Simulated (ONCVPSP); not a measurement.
selenium (Se): one change to an ONCV potential, before and after

| Property | Result |
| --- | --- |
| Element | selenium (Se) |
| Generator | ONCVPSP 4.0.1 |
| Type | optimised norm-conserving Vanderbilt (ONCV) |
| Functional | PBE |
| Relativity | scalar-relativistic |
| Frozen core | [Ne] |
| Valence charge | 24 |
| Reference configuration | 3s2 3p6 3d10 4s2 4p4 |
| Partial waves | 3s+4s: rc 1.05 bohr, ncon 5, nbas 9, qcut 10.8 1/bohr, 3 projectors, debl 2.2 Ha; 3p+4p: rc 1.10 bohr, ncon 3, nbas 7, qcut 14.3 1/bohr, 2 projectors; 3d: rc 0.75 bohr, ncon 3, nbas 7, qcut 16.6 1/bohr, 2 projectors, debl 3.3 Ha; f scattering state at 0.36 Ha: rc 1.05 bohr, ncon 4, nbas 8, qcut 9.9 1/bohr, 2 projectors, debl 3.8 Ha |
| Local potential | polynomial inside 0.65 bohr (lpopt 4, dvloc0 2 Ha) |
| Core correction | none |

Change: s: qcut 16.3.

Cutoffs: the cutoffs (Ha) at which the residual kinetic energy of the hardest occupied pseudo-wave falls to 1 and 0.1 mHa per electron; they do not see the model core or the augmentation charge, which bear on the density cutoff. Errors are all-electron minus pseudo energies relative to the spin-unpolarised reference configuration.

What does the change do?

The potential gets neither clearly harder nor softer (133 Ha and 350 Ha → 133 Ha and 350 Ha); the d channel sets the loose cutoff, while the largest relative change is in s, which becomes harder; the errors of the 4 common tests hardly move; neither file shows a bound ghost.

```tsv
quantity	base	changed
cutoff, loose	133 Ha	133 Ha
cutoff, tight	350 Ha	350 Ha
loose cutoff by channel	s 48 Ha, p 66 Ha, d 133 Ha	s 84 Ha, p 66 Ha, d 133 Ha
bound ghosts	none	none
GHOST(+) flags under 300 eV	none	none
error for 3s2 3p6 3d10 4s2 4p3, meV [ΔE 10.85 eV]	-0.9	-0.9
error for 3s2 3p6 3d10 4s2 4p2, meV [ΔE 31.19 eV]	-2.8	-2.9
error for 3s2 3p6 3d10 4s2 4p1, meV [ΔE 62.06 eV]	-5.7	-6.1
error for 3s2 3p6 3d10 4s1 4p5, meV [ΔE 10.88 eV]	-0.6	-0.7
s: phases at 1.07 bohr within 0.05 rad from the reference energy up to (Ha; the scan ends near 5)	to the end of the scan	to the end of the scan
p: phases at 1.12 bohr within 0.05 rad from the reference energy up to (Ha; the scan ends near 5)	to the end of the scan	to the end of the scan
d: phases at 0.76 bohr within 0.05 rad from the reference energy up to (Ha; the scan ends near 5)	to the end of the scan	to the end of the scan
f: phases at 1.07 bohr within 0.05 rad from the reference energy up to (Ha; the scan ends near 5)	to the end of the scan	to the end of the scan
```
